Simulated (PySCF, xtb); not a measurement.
CHS₂, SMILES C(=[SH+])=S, charge +1.

GFN2-xTB run with xtb at its own geometry gives an orbital gap of 2.33 eV.

Geometry: B3LYP-D3(BJ)/def2-TZVP. The isomer is the one that the SMILES or the coordinates give; other isomers of the formula were not compared.

**Question.** What does CAM-B3LYP/def2-TZVPD (PySCF) give? (Estimate from the structure and the level; the computed values follow.)

**Answer.** gap 7.50 eV (levels -15.63 and -8.13 eV).
